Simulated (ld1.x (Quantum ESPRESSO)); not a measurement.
**zinc: from the effect back to the setting (PAW)**

Base potential:

| Property | Result |
| --- | --- |
| Element | zinc (Zn) |
| Generator | ld1.x (Quantum ESPRESSO) 7.5 |
| Type | PAW |
| Functional | PBEsol |
| Relativity | scalar-relativistic |
| Frozen core | [Ar] |
| Valence charge | 12 |
| Reference configuration | 3d10 4s1.5 4p0.5 |
| Partial waves | 4s (bound): rcut 2.00, rcutus 2.10 bohr; 4s channel at 0.05 Ry: rcut 2.00, rcutus 2.10 bohr; 4p (bound): rcut 2.85, rcutus 3.60 bohr; 4p channel at 4.65 Ry: rcut 2.85, rcutus 3.60 bohr; 3d (bound): rcut 1.20, rcutus 1.35 bohr; 3d channel at 1.6 Ry: rcut 1.20, rcutus 1.35 bohr |
| Local potential | all-electron potential smoothed inside 1.05 bohr (lloc = -1) |
| Core correction | a·sin(br)/r model core inside 1.05 bohr |
| Augmentation charge | BESSEL, radius 1.30 bohr |

Cutoffs, loose and tight: the cutoffs (Ry, on a coarse ladder) from which the occupation-weighted sum of valence levels, in a spherical-Bessel basis at the reference potential, stays within 10 and 1 mRy of its value at 400 Ry. They do not see the model core or the augmentation charge, which bear on the density cutoff. Test errors are all-electron minus pseudo excitation energies from the reference, over the configurations 3d10 4s2 4p0; 3d10 4s1 4p0; 3d10 4s0 4p0; 3d9 4s2 4p0; 3d10 4s0 4p2; 3d10 4s1 4p1; 3d10 4s1.5 4p0; variants that change the core or the reference have their own tests.

Only the d radius is moved:

```json
{"d radius (bohr)": "0.9", "cutoff, loose": "180 Ry", "cutoff, tight": "300 Ry", "bound ghosts": "s", "largest test error (meV)": "+394"}
{"d radius (bohr)": "1.04", "cutoff, loose": "140 Ry", "cutoff, tight": "230 Ry", "bound ghosts": "s", "largest test error (meV)": "-110"}
{"d radius (bohr)": "1.16", "cutoff, loose": "110 Ry", "cutoff, tight": "180 Ry", "bound ghosts": "s", "largest test error (meV)": "-119"}
{"d radius (bohr)": "1.3", "cutoff, loose": "70 Ry", "cutoff, tight": "110 Ry", "bound ghosts": "s", "largest test error (meV)": "-129"}
{"d radius (bohr)": "1.42", "cutoff, loose": "55 Ry", "cutoff, tight": "90 Ry", "bound ghosts": "s", "largest test error (meV)": "-138"}
{"d radius (bohr)": "1.52", "cutoff, loose": "50 Ry", "cutoff, tight": "80 Ry", "bound ghosts": "s", "largest test error (meV)": "-150"}
{"d radius (bohr)": "1.8", "cutoff, loose": "35 Ry", "cutoff, tight": "55 Ry", "bound ghosts": "s", "largest test error (meV)": "-160"}
{"d radius (bohr)": "1.94", "cutoff, loose": "30 Ry", "cutoff, tight": "45 Ry", "bound ghosts": "s", "largest test error (meV)": "-171"}
{"d radius (bohr)": "2.06", "cutoff, loose": "25 Ry", "cutoff, tight": "40 Ry", "bound ghosts": "s", "largest test error (meV)": "-181"}
```

Question: One more run gave cutoff, loose: 45 Ry; cutoff, tight: 70 Ry; bound ghosts: s; largest test error (meV): -150. Which value of the d radius was used?

Answer: 1.66 bohr. The loose cutoff moves one way along this sweep, from 180 Ry at 0.9 to 25 Ry at 2.06 bohr, which places the run between 1.52 and 1.8 bohr.
